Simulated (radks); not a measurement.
Values are calculated unless marked as measured or tabulated.
Spin polarisation of the 3p1 shell in P2+. Start: [Ne] 3s2 3p(up 0.5, down 0.5); electrons of 3p are moved from spin down to spin up, other shells keep equal spins. Level of theory: scalar-relativistic Kohn-Sham, SCAN, spin-polarised, spherical densities, finite nucleus; meta-GGA in the generalised Kohn-Sham scheme; Fermi nuclear charge, rms radius of each element as measured or else 0.836 A^(1/3) + 0.57 fm (a radial shooting solver on a logarithmic mesh with Libxc functionals).

moment (Bohr magnetons)  E - E(0) (eV)  e(3p up) (eV)  e(3p down) (eV)  3s down minus up (eV)
0                                0.000        -24.175          -24.175                  0.000
0.25                            -0.018        -24.389          -23.944                  0.476
0.5                             -0.101        -24.590          -23.699                  0.952
0.75                            -0.243        -24.777          -23.440                  1.424

At moment 0.75 the spin-polarisation energy is -0.243 eV and the 3p exchange splitting 1.337 eV, that is 1.782 eV per Bohr magneton; E = -I m^2/4 would give I = 1.727 eV.
